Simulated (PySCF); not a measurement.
## CuF + H₂O → HCuO + HF

Level: PBE0 in the def2-TZVP basis family, all electrons, no relativity, computed in PySCF with density fitting; open shells unrestricted.

```
species                                    state and structure       E (Eh)  ZPE (kJ/mol)  H(298 K) − H(0) (kJ/mol)  S° (J/(mol K))
    CuF                             singlet, C∞v, Cu–F 1.765 Å  -1740.06194           3.6                       9.1           226.6
    H₂O           singlet, C2v, O–H 0.960 Å (×2); H–O–H 105.1°    -76.37736          56.5                       9.9           188.7
   HCuO  singlet, Cs, Cu–O 1.785 Å, O–H 0.962 Å; Cu–O–H 108.9°  -1716.03455          31.4                      10.5           245.2
     HF                              singlet, C∞v, H–F 0.920 Å   -100.39188          24.9                       8.7           173.6
```

Question: What is the electronic reaction energy?

Answer: At PBE0/def2-TZVP, ΔE = 33.8 kJ/mol from the differences of the total energies times 2625.5, uphill. 

Question: Add zero-point, thermal and entropy terms for 298.15 K and 1 bar.

Answer: ΔZPE = -3.8 and Δ[H(298) − H(0)] = 0.2 kJ/mol give ΔH° = 30.2 kJ/mol. ΔS° = 3.5 J/(mol K), so ΔG° = 30.2 − 298.15 × (0.0035) = 29 kJ/mol and log₁₀K = -5.1.

The structures come from searches over a few start shapes, so lower isomers are not excluded.
